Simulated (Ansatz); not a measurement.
Total energies of C$_{2}$H$_{7}$NO$_{3}$W, SMILES `C[N]=[W](=[O])([OH])[O]C`.

Z-matrix (Å, degrees):
```
W
C 1 3.060
N 1 1.749 2 90.1
C 1 3.088 2 95.7 3 10.3
O 1 1.900 2 119.3 3 -111.8
O 1 1.713 2 117.4 3 111.3
O 1 1.874 2 18.0 3 -179.3
H 2 1.094 1 114.9 3 -97.9
H 2 1.094 1 87.4 3 12.1
H 2 1.093 1 124.6 3 123.5
H 4 1.096 1 97.2 2 119.3
H 4 1.095 1 117.3 2 -125.6
H 4 1.095 1 117.0 2 4.3
H 5 0.958 1 123.7 2 94.6
```

Charge 0, multiplicity 1. Correlated methods include outer-core shells of W, which these sets cover unevenly. W takes the def2 core potential. The structure was optimised at the PBE0-D4/def2-TZVP level. It is one conformer, not always the lowest. Basis def2-TZVPP, the Gaussian-basis code of Ansatz.

RPA on PBE orbitals: Hartree–Fock energy of these orbitals -425.40569 Eh, correlation -2.65335 Eh (frozen core).

```csv
functional,kind,energy without D4 (Eh),D4 term (kJ/mol)
LDA (SPW92),LDA,-425.38831,–
PBE,GGA,-427.92252,-31.7
revPBE,GGA,-428.24559,-88.3
BLYP,GGA,-428.19035,-67.3
r2SCAN,meta-GGA,-428.13302,-8.3
B97M-V,meta-GGA with VV10,-428.19772,–
PBE0,"global hybrid, 25 % exact exchange",-427.85556,-27.2
B3LYP,"global hybrid, 20 %",-428.30170,-50.6
r2SCANh,"meta-GGA hybrid, 10 %",-428.07832,-8.8
r2SCAN0,"meta-GGA hybrid, 25 %",-427.99883,-9.8
HSE06 (plane-wave form),screened hybrid,-427.83796,-25.5
BHLYP,"global hybrid, 50 %",-427.91737,-41.1
CAM-B3LYP,range-separated hybrid,-428.07709,-27.9
LC-ωPBE,long-range corrected hybrid,-428.05848,–
ωB97X-V,range-separated hybrid GGA with VV10,-428.10927,–
ωB97M-V,range-separated hybrid meta-GGA with VV10,-428.04108,–
B2PLYP,double hybrid,-427.90807,–
PBE-QIDH,double hybrid,-427.71070,–
```

B3LYP takes the VWN-RPA correlation (the form of Gaussian; ORCA's B3LYP/G). HSE06 is the plane-wave form, built on full-range PBE exchange. The double hybrids freeze the cores in their second-order part.

LC-ωPBE has ω = 0.4 bohr⁻¹.
